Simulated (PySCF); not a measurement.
## Run times: titanium in aug-cc-pwCVQZ

Measured wall times of calculations with PySCF 2.14 in aug-cc-pwCVQZ (11s10p8d5f4g3h, 185 functions), with no relativity, point nucleus, run from one Python driver. Hardware: 2 threads of Neoverse-N1 on a shared host, 2.6 GiB allowed. The two-electron integrals over 185 functions were computed once and kept in memory (30 CPU seconds with the set-up); the times below exclude them. Kohn-Sham runs start from converged Hartree-Fock orbitals.

Launch command (the driver calls PySCF for each step listed in the task file):

```bash
OMP_NUM_THREADS=2 python atomrun2.py TASK.json OUT
```

| species | step | iterations | wall time (s) |
| --- | --- | --- | --- |
| Ti [Ar] 3d4 | UHF with spin-orbit constants | 12 | 23 |
| Ti [Ar] 3d4 | LDA | 9 | 5.8 |
| Ti [Ar] 3d4 | PBE | 9 | 7 |
| Ti [Ar] 3d4 | PBE0 | 10 | 16 |
| Ti [Ar] 3d4 | r2SCAN | 8 | 17 |
| Ti [Ar] 3d4 | MP2 (4 electrons) |  | 2.4 |
| Ti [Ar] 3d4 | MP2 (12 electrons) |  | 9 |

Roughly how long does MP2 (22 electrons) take for Ti [Ar] 3d4 here?

About 13 s.

Peak memory of the process: 1.8 GiB. Times on a shared host vary from run to run.
